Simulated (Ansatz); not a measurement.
Ansatz (a quantum-chemistry and plane-wave program) job for Be(Me)(Et) (C3H8Be), SMILES [Be]([CH2]C)[CH3], PBE-D3(BJ)/def2-SVP. 

Ansatz 0.2 input:
```yaml
crystal:
  periodic: [false, false, false]
  atoms:
    - {symbol: Be, position_ang: [-0.30750394, 0.25481712, 0.66729907]}
    - {symbol: C, position_ang: [-0.99778310, 1.58901058, 1.51650679]}
    - {symbol: H, position_ang: [-1.48282670, 1.31403651, 2.45381764]}
    - {symbol: H, position_ang: [-1.76674246, 2.12622183, 0.96003242]}
    - {symbol: H, position_ang: [-0.27843201, 2.35868978, 1.79860658]}
    - {symbol: C, position_ang: [0.39543843, -1.08007607, -0.18904798]}
    - {symbol: C, position_ang: [0.78103805, -0.74372475, -1.64235513]}
    - {symbol: H, position_ang: [-0.25623135, -1.95970981, -0.24103846]}
    - {symbol: H, position_ang: [1.30288465, -1.47015916, 0.28617716]}
    - {symbol: H, position_ang: [1.50344967, 0.06915872, -1.67919590]}
    - {symbol: H, position_ang: [-0.09020373, -0.44074465, -2.21982535]}
    - {symbol: H, position_ang: [1.22595752, -1.60802019, -2.13839238]}
basis:
  gaussian:
    orbitals: def2-SVP
hamiltonian:
  xc: pbe
  dispersion: d3bj
relax: {f_tol: 0.002, max_steps: 200}
```

Program output:

```
WARN ansatz: RAYON_NUM_THREADS=1 ignored (pool sized by the plan → 1); use --threads N
Functional definition: PBE
integrals: 0.03 GiB planned
1072 factors; their error is unknown
mean field: 0.21 GiB planned
mean field evaluation 1: about -3617.1307 eV, gradient 8.2e1 eV
mean field evaluation 2: about -3590.1200 eV, gradient 1.2e2 eV
mean field evaluation 4: about -3634.1082 eV, gradient 8.9e0 eV
mean field evaluation 8: about -3634.3060 eV, gradient 1.6e-1 eV
mean field evaluation 16: about -3634.2597 eV, gradient 7.8e-5 eV
mean field -3634.25969547 eV, -133.5565804190 hartree, gradient 1.7e-5 eV, S^2 0.000000; 0 other end points of the search recorded, 0 dependent functions left out
the calculation of the forces begins
reference -3634.25973771 eV, -133.5565819709 hartree; 15, 15 occupied and 76, 76 virtual orbitals, 1072 factors
relax step   1: F+E_penalty+E_count = -3634.44146577 eV  Δ(F+E_penalty+E_count) = +0.000e0 eV  max|allowed force component| = 8.616e-1 eV/Å  Δτ_max = 0.0000 Å  (27 SCF iters, accepted)
these checks for a lower state are left out or cut short: starts, cluster_reference, orbital_swaps, neighbouring_geometries, increment
integrals: 0.03 GiB planned
1072 factors; their error is unknown
mean field: 0.21 GiB planned
mean field -3634.38625353 eV, -133.5612313417 hartree, gradient 1.2e-5 eV, S^2 0.000000; 0 other end points of the search recorded, 0 dependent functions left out
the calculation of the forces begins
reference -3634.38629576 eV, -133.5612328936 hartree; 15, 15 occupied and 76, 76 virtual orbitals, 1072 factors
relax step   2: F+E_penalty+E_count = -3634.56853612 eV  Δ(F+E_penalty+E_count) = -1.271e-1 eV  max|allowed force component| = 3.517e-1 eV/Å  Δτ_max = 0.0930 Å  (28 SCF iters, accepted)
these checks for a lower state are left out or cut short: starts, cluster_reference, orbital_swaps, neighbouring_geometries, increment
integrals: 0.03 GiB planned
1072 factors; their error is unknown
mean field: 0.21 GiB planned
mean field evaluation 32: about -3634.3948 eV, gradient 1.2e-5 eV
mean field -3634.39483120 eV, -133.5615465653 hartree, gradient 1.2e-5 eV, S^2 0.000000; 0 other end points of the search recorded, 0 dependent functions left out
the calculation of the forces begins
reference -3634.39487334 eV, -133.5615481139 hartree; 15, 15 occupied and 76, 76 virtual orbitals, 1072 factors
relax step   3: F+E_penalty+E_count = -3634.57758002 eV  Δ(F+E_penalty+E_count) = -9.044e-3 eV  max|allowed force component| = 1.006e-1 eV/Å  Δτ_max = 0.0299 Å  (29 SCF iters, accepted)
these checks for a lower state are left out or cut short: starts, cluster_reference, orbital_swaps, neighbouring_geometries, increment
integrals: 0.03 GiB planned
1072 factors; their error is unknown
mean field: 0.21 GiB planned
mean field -3634.39540103 eV, -133.5615675062 hartree, gradient 1.2e-5 eV, S^2 0.000000; 0 other end points of the search recorded, 0 dependent functions left out
the calculation of the forces begins
reference -3634.39544316 eV, -133.5615690543 hartree; 15, 15 occupied and 76, 76 virtual orbitals, 1072 factors
relax step   4: F+E_penalty+E_count = -3634.57805613 eV  Δ(F+E_penalty+E_count) = -4.761e-4 eV  max|allowed force component| = 5.067e-2 eV/Å  Δτ_max = 0.0112 Å  (28 SCF iters, accepted)
these checks for a lower state are left out or cut short: starts, cluster_reference, orbital_swaps, neighbouring_geometries, increment
integrals: 0.03 GiB planned
1072 factors; their error is unknown
mean field: 0.21 GiB planned
mean field -3634.39595177 eV, -133.5615877457 hartree, gradient 1.2e-5 eV, S^2 0.000000; 0 other end points of the search recorded, 0 dependent functions left out
the calculation of the forces begins
reference -3634.39599391 eV, -133.5615892940 hartree; 15, 15 occupied and 76, 76 virtual orbitals, 1072 factors
relax step   5: F+E_penalty+E_count = -3634.57839608 eV  Δ(F+E_penalty+E_count) = -3.399e-4 eV  max|allowed force component| = 1.760e-2 eV/Å  Δτ_max = 0.0192 Å  (28 SCF iters, accepted)
these checks for a lower state are left out or cut short: starts, cluster_reference, orbital_swaps, neighbouring_geometries, increment
integrals: 0.03 GiB planned
1072 factors; their error is unknown
mean field: 0.21 GiB planned
mean field -3634.39610842 eV, -133.5615935023 hartree, gradient 1.2e-5 eV, S^2 0.000000; 0 other end points of the search recorded, 0 dependent functions left out
the calculation of the forces begins
reference -3634.39615056 eV, -133.5615950509 hartree; 15, 15 occupied and 76, 76 virtual orbitals, 1072 factors
relax step   6: F+E_penalty+E_count = -3634.57845286 eV  Δ(F+E_penalty+E_count) = -5.678e-5 eV  max|allowed force component| = 9.528e-3 eV/Å  Δτ_max = 0.0130 Å  (29 SCF iters, accepted)
these checks for a lower state are left out or cut short: starts, cluster_reference, orbital_swaps, neighbouring_geometries, increment
integrals: 0.03 GiB planned
1072 factors; their error is unknown
mean field: 0.21 GiB planned
mean field -3634.39612863 eV, -133.5615942451 hartree, gradient 2.3e-5 eV, S^2 0.000000; 0 other end points of the search recorded, 0 dependent functions left out
the calculation of the forces begins
reference -3634.39617077 eV, -133.5615957936 hartree; 15, 15 occupied and 76, 76 virtual orbitals, 1072 factors
relax step   7: F+E_penalty+E_count = -3634.57846810 eV  Δ(F+E_penalty+E_count) = -1.524e-5 eV  max|allowed force component| = 2.435e-3 eV/Å  Δτ_max = 0.0018 Å  (20 SCF iters, accepted)
these checks for a lower state are left out or cut short: starts, cluster_reference, orbital_swaps, neighbouring_geometries, increment
integrals: 0.03 GiB planned
1072 factors; their error is unknown
mean field: 0.21 GiB planned
mean field evaluation 64: about -3634.3961 eV, gradient 1.3e-5 eV
mean field -3634.39612270 eV, -133.5615940270 hartree, gradient 1.3e-5 eV, S^2 0.000000; 0 other end points of the search recorded, 0 dependent functions left out
the calculation of the forces begins
reference -3634.39616483 eV, -133.5615955755 hartree; 15, 15 occupied and 76, 76 virtual orbitals, 1072 factors
relax step   8: F+E_penalty+E_count = -3634.57846941 eV  Δ(F+E_penalty+E_count) = -1.305e-6 eV  max|allowed force component| = 2.301e-4 eV/Å  Δτ_max = 0.0010 Å  (20 SCF iters, accepted)
integrals: 0.03 GiB planned
1072 factors; their error is unknown
mean field: 0.21 GiB planned
mean field -3634.39612270 eV, -133.5615940270 hartree, gradient 1.3e-5 eV, S^2 0.000000; 1 other end points of the search recorded, 0 dependent functions left out
the calculation of the forces begins
reference -3634.39616483 eV, -133.5615955755 hartree; 15, 15 occupied and 76, 76 virtual orbitals, 1072 factors
Total energy: -3634.57851154 eV, -133.5682966935 hartree
Atom 0 at    -0.305336     0.274411     0.660119 Å, force    -0.000092     0.000201     0.000069 eV/Å
Atom 1 at    -0.986877     1.550872     1.517334 Å, force    -0.000018     0.000051    -0.000023 eV/Å
Atom 2 at    -1.461938     1.221352     2.468382 Å, force     0.000119    -0.000005    -0.000019 eV/Å
Atom 3 at    -1.779228     2.074460     0.936827 Å, force    -0.000042    -0.000100     0.000048 eV/Å
Atom 4 at    -0.236934     2.325517     1.793514 Å, force    -0.000004    -0.000031    -0.000114 eV/Å
Atom 5 at     0.378706    -1.013521    -0.194781 Å, force     0.000001    -0.000230     0.000134 eV/Å
Atom 6 at     0.789700    -0.749120    -1.658839 Å, force    -0.000055     0.000207    -0.000037 eV/Å
Atom 7 at    -0.334291    -1.872719    -0.159656 Å, force     0.000055     0.000042    -0.000021 eV/Å
Atom 8 at     1.264803    -1.380097     0.378199 Å, force    -0.000090    -0.000031    -0.000044 eV/Å
Atom 9 at     1.544722     0.061418    -1.737878 Å, force     0.000059    -0.000076     0.000077 eV/Å
Atom 10 at    -0.074904    -0.438446    -2.282703 Å, force     0.000038    -0.000033     0.000019 eV/Å
Atom 11 at     1.230621    -1.644627    -2.147932 Å, force     0.000030     0.000004    -0.000090 eV/Å
Dipole moment:    -0.009908     0.000362     0.028633 e Å
```

The run converged.
